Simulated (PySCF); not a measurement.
**Working with the constants of MgBi⁺**

ROHF-CCSD(T) constants of MgBi⁺, ³Σ⁻ (triplet), unpaired electrons π ↑↑ (basis Mg def2-SVPD, Bi def2-SVPD with ECP60; scalar-relativistic core potentials; PySCF 2.14; masses 23.9850 and 208.9804 u):

| Item | Value |
| --- | --- |
| ωe | 207.8 cm⁻¹ |
| ωexe | 0.96 cm⁻¹ |
| Be | 0.092988 cm⁻¹ |
| αe | 0.000586 cm⁻¹ |

(1) What force constant and bond length do these constants imply?

(2) Estimate the centrifugal constant D from the Kratzer relation and find the Dunham coefficient a1.

Correlated steps freeze 5 core orbitals. Spin–orbit coupling is left out, which matters for elements this heavy, above all for dissociation energies. The state is the lowest determinant that a PBE0 search found; another state may lie lower at other levels.

## Answers

(1) Reduced mass μred = 21.516 u; k = 5.8918×10⁻⁷·μred·ωe² (u, cm⁻¹, mdyn/Å) = 0.547 mdyn/Å; Re = √(16.8576/(μred·Be)) (u, cm⁻¹, Å) = 2.903 Å.

(2) D = 4Be³/ωe² = 7.45e-08 cm⁻¹; a1 = −1 − αeωe/(6Be²) = -3.35.
